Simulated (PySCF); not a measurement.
# Copper: a sound run and one with changed settings

Sound run: Cu [Ar] 3d10 4s1, Cu⁺ [Ar] 3d10. Calculation: PySCF 2.14, in x2c-TZVPall; scalar relativity by spin-free X2C-1e. In the sound run the correlated levels freeze [Ar]. The sound run starts from symmetry-adapted Hartree-Fock orbitals and uses a fine grid where one is needed.

Changed run: no relativity, point nucleus. This setting is unsound on purpose.

| species | method | sound run (hartree) | changed run (hartree) | converged |
| --- | --- | --- | --- | --- |
| Cu | UHF | -1653.13268 | -1633.44610 | yes |
| Cu | B3LYP | -1654.80846 | -1635.12767 | yes |
| Cu | M06-L | -1654.67243 | -1634.98225 | yes |
| Cu | MP2 | -1653.54166 | -1633.84696 | yes |
| Cu | CCSD(T) | -1653.50023 | -1633.80723 | yes |
| Cu⁺ | UHF | -1652.89021 | -1633.21178 | yes |
| Cu⁺ | B3LYP | -1654.50462 | -1634.83542 | yes |
| Cu⁺ | M06-L | -1654.37801 | -1634.70089 | yes |
| Cu⁺ | MP2 | -1653.27006 | -1633.58649 | yes |
| Cu⁺ | CCSD(T) | -1653.22874 | -1633.54645 | yes |

Ionisation energy of Cu:

```
 method  sound run (eV)  changed run (eV)
    UHF           6.598             6.376
  B3LYP           8.268             7.952
  M06-L           8.012             7.656
    MP2           7.390             7.088
SCS-MP2           7.262             6.972
   CCSD           7.274             6.993
CCSD(T)           7.388             7.096
```

Most of the change in total energy is the relativistic energy itself. On top of that the contraction fixes the core shape for the Hamiltonian it was made with, so the changed run is not a good calculation with the other Hamiltonian either.

For comparison, NIST gives 7.726 eV between the lowest levels.
